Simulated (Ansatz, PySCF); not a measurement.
TiFH3, SMILES [F][TiH3], multiplicity 1.

Geometry: PBE0-D3(BJ)/def2-TZVP. The multiplicity is an assumed one; no other spin state was optimised. The structure was generated by enumeration; whether it is a known compound was not checked.

Vertical ionisation energy (IE) and electron affinity (EA) in eV. Rows of orbital energies are one-electron estimates. Where ΔSCF, EOM or ADC give a negative EA the extra electron is unbound and the value depends on the basis.

```tsv
level	IE	EA
−ε(HOMO), −ε(LUMO), CAM-B3LYP/def2-TZVPD (PySCF)	10.59	1.84
−ε(HOMO), −ε(LUMO), PBE/def2-TZVPD (PySCF)	7.59	4.29
ΔSCF, PBE0/def2-TZVPD (Ansatz), final states of multiplicity 2 and 2	11.41	1.29
ΔSCF, PBE/def2-TZVPD (Ansatz), final states of multiplicity 2 and 2	11.07	0.99
```

**Question.** What vertical singlet–triplet gap does ΔSCF give with PBE0/def2-TZVPD (Ansatz, a first-principles code) and with PBE/def2-TZVPD (Ansatz)? (Estimate from the structure and the level; the computed values follow.)

**Answer.** 2.97 and 3.03 eV (triplet above singlet where positive).
